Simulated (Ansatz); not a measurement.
Level of theory: PBE0-D3(BJ)/def2-TZVP run with Ansatz (an electronic-structure program). No frequencies were computed at this level.

Ansatz 0.2 input:
```yaml
crystal:
  periodic: [false, false, false]
  atoms:
    - { symbol: C, position_ang: [1.814512, 0.280173, -0.125739] }
    - { symbol: O, position_ang: [0.697078, -0.489827, 0.252408] }
    - { symbol: C, position_ang: [-0.478952, -0.19393, -0.468132] }
    - { symbol: N, position_ang: [-1.485793, -1.176283, -0.152883] }
    - { symbol: N, position_ang: [-0.914415, 1.147835, -0.168894] }
    - { symbol: H, position_ang: [2.629378, -0.023947, 0.527929] }
    - { symbol: H, position_ang: [2.083781, 0.083442, -1.17028] }
    - { symbol: H, position_ang: [1.612034, 1.347135, -0.004492] }
    - { symbol: H, position_ang: [-0.278101, -0.240784, -1.553723] }
    - { symbol: H, position_ang: [-1.609979, -1.21231, 0.854837] }
    - { symbol: H, position_ang: [-1.185562, -2.096643, -0.452398] }
    - { symbol: H, position_ang: [-1.758487, 1.353128, -0.688414] }
    - { symbol: H, position_ang: [-1.125501, 1.222005, 0.821846] }
basis:
  gaussian: { orbitals: def2-tzvp }
hamiltonian:
  xc: pbe0
  dispersion: d3bj
relax:
  max_steps: 150
```

Output:

```
Functional definition: PBE0
1173 factors; their error is unknown
mean field evaluation 1: about -7215.5504 eV, gradient 7.4e1 eV
mean field evaluation 2: about -7209.5583 eV, gradient 8.9e1 eV
mean field evaluation 4: about -7225.8657 eV, gradient 4.1e0 eV
mean field evaluation 8: about -7225.8940 eV, gradient 4.6e-2 eV
mean field evaluation 16: about -7225.8857 eV, gradient 4.0e-4 eV
mean field -7225.88573004 eV, -265.5464026977 hartree, gradient 5.2e-5 eV, S^2 0.000000; 0 other end points of the search recorded, 0 dependent functions left out
reference -7225.88575998 eV, -265.5464037981 hartree; 21, 21 occupied and 182, 182 virtual orbitals, 1173 factors
relax step   1: F+E_penalty+E_count = -7226.07792566 eV  Δ(F+E_penalty+E_count) = +0.000e0 eV  max|allowed force component| = 2.603e-1 eV/Å  Δτ_max = 0.0000 Å  (28 SCF iters, accepted)
these checks for a lower state are left out or cut short: starts, cluster_reference, orbital_swaps, neighbouring_geometries, increment
1173 factors; their error is unknown
mean field -7225.89317652 eV, -265.5466763508 hartree, gradient 1.0e-5 eV, S^2 0.000000; 0 other end points of the search recorded, 0 dependent functions left out
reference -7225.89320643 eV, -265.5466774500 hartree; 21, 21 occupied and 182, 182 virtual orbitals, 1173 factors
relax step   2: F+E_penalty+E_count = -7226.08552527 eV  Δ(F+E_penalty+E_count) = -7.600e-3 eV  max|allowed force component| = 9.928e-2 eV/Å  Δτ_max = 0.0247 Å  (31 SCF iters, accepted)
these checks for a lower state are left out or cut short: starts, cluster_reference, orbital_swaps, neighbouring_geometries, increment
1173 factors; their error is unknown
mean field evaluation 32: about -7225.8945 eV, gradient 1.0e-5 eV
mean field -7225.89453159 eV, -265.5467261485 hartree, gradient 1.0e-5 eV, S^2 0.000000; 0 other end points of the search recorded, 0 dependent functions left out
reference -7225.89456146 eV, -265.5467272465 hartree; 21, 21 occupied and 182, 182 virtual orbitals, 1173 factors
relax step   3: F+E_penalty+E_count = -7226.08696948 eV  Δ(F+E_penalty+E_count) = -1.444e-3 eV  max|allowed force component| = 6.605e-2 eV/Å  Δτ_max = 0.0207 Å  (31 SCF iters, accepted)
these checks for a lower state are left out or cut short: starts, cluster_reference, orbital_swaps, neighbouring_geometries, increment
1173 factors; their error is unknown
mean field -7225.89516452 eV, -265.5467494083 hartree, gradient 1.0e-5 eV, S^2 0.000000; 0 other end points of the search recorded, 0 dependent functions left out
reference -7225.89519437 eV, -265.5467505054 hartree; 21, 21 occupied and 182, 182 virtual orbitals, 1173 factors
relax step   4: F+E_penalty+E_count = -7226.08761140 eV  Δ(F+E_penalty+E_count) = -6.419e-4 eV  max|allowed force component| = 3.708e-2 eV/Å  Δτ_max = 0.0227 Å  (30 SCF iters, accepted)
these checks for a lower state are left out or cut short: starts, cluster_reference, orbital_swaps, neighbouring_geometries, increment
1173 factors; their error is unknown
mean field -7225.89538780 eV, -265.5467576139 hartree, gradient 1.0e-5 eV, S^2 0.000000; 0 other end points of the search recorded, 0 dependent functions left out
reference -7225.89541765 eV, -265.5467587107 hartree; 21, 21 occupied and 182, 182 virtual orbitals, 1173 factors
relax step   5: F+E_penalty+E_count = -7226.08783400 eV  Δ(F+E_penalty+E_count) = -2.226e-4 eV  max|allowed force component| = 2.246e-2 eV/Å  Δτ_max = 0.0164 Å  (31 SCF iters, accepted)
these checks for a lower state are left out or cut short: starts, cluster_reference, orbital_swaps, neighbouring_geometries, increment
1173 factors; their error is unknown
mean field -7225.89503298 eV, -265.5467445746 hartree, gradient 1.0e-5 eV, S^2 0.000000; 0 other end points of the search recorded, 0 dependent functions left out
reference -7225.89506287 eV, -265.5467456728 hartree; 21, 21 occupied and 182, 182 virtual orbitals, 1173 factors
relax step   6: F+E_penalty+E_count = -7226.08739835 eV  Δ(F+E_penalty+E_count) = +4.356e-4 eV  max|allowed force component| = 5.320e-2 eV/Å  Δτ_max = 0.0136 Å  (31 SCF iters, rejected (line search))
these checks for a lower state are left out or cut short: starts, cluster_reference, orbital_swaps, neighbouring_geometries, increment
1173 factors; their error is unknown
mean field -7225.89542374 eV, -265.5467589347 hartree, gradient 1.0e-5 eV, S^2 0.000000; 0 other end points of the search recorded, 0 dependent functions left out
reference -7225.89545359 eV, -265.5467600315 hartree; 21, 21 occupied and 182, 182 virtual orbitals, 1173 factors
relax step   7: F+E_penalty+E_count = -7226.08786537 eV  Δ(F+E_penalty+E_count) = -3.137e-5 eV  max|allowed force component| = 5.459e-3 eV/Å  Δτ_max = 0.0066 Å  (32 SCF iters, accepted)
1173 factors; their error is unknown
mean field evaluation 64: about -7225.8954 eV, gradient 2.9e-4 eV
mean field -7225.89542374 eV, -265.5467589347 hartree, gradient 1.0e-5 eV, S^2 0.000000; 1 other end points of the search recorded, 0 dependent functions left out
reference -7225.89545359 eV, -265.5467600315 hartree; 21, 21 occupied and 182, 182 virtual orbitals, 1173 factors
Total energy: -7226.08789522 eV, -265.5538321310 hartree
Atom 0 at     1.805178     0.279023    -0.127826 Å, force     0.002425    -0.000923    -0.003681 eV/Å
Atom 1 at     0.688630    -0.480690     0.270716 Å, force    -0.003651    -0.002408     0.005459 eV/Å
Atom 2 at    -0.482461    -0.196422    -0.459113 Å, force    -0.002205     0.004632    -0.002840 eV/Å
Atom 3 at    -1.478141    -1.188034    -0.175750 Å, force     0.002644     0.001395     0.000476 eV/Å
Atom 4 at    -0.911953     1.144729    -0.160698 Å, force    -0.002023    -0.002137     0.000379 eV/Å
Atom 5 at     2.647779    -0.047081     0.481901 Å, force    -0.002010     0.000883     0.000835 eV/Å
Atom 6 at     2.044628     0.102141    -1.185478 Å, force    -0.001470     0.000982    -0.002484 eV/Å
Atom 7 at     1.636912     1.349820     0.015769 Å, force     0.000634    -0.000120     0.001579 eV/Å
Atom 8 at    -0.256965    -0.244778    -1.535575 Å, force     0.002581    -0.000529    -0.000310 eV/Å
Atom 9 at    -1.683000    -1.186125     0.818291 Å, force     0.000528    -0.001095     0.000259 eV/Å
Atom 10 at    -1.122543    -2.109466    -0.405176 Å, force    -0.000343    -0.002241    -0.000218 eV/Å
Atom 11 at    -1.746931     1.361581    -0.690356 Å, force     0.002376    -0.000566     0.001097 eV/Å
Atom 12 at    -1.141139     1.215296     0.825359 Å, force     0.000513     0.002125    -0.000551 eV/Å
Dipole moment:    -0.036699    -0.030128     0.042486 e Å
```

Cost: very roughly 70 core-seconds.
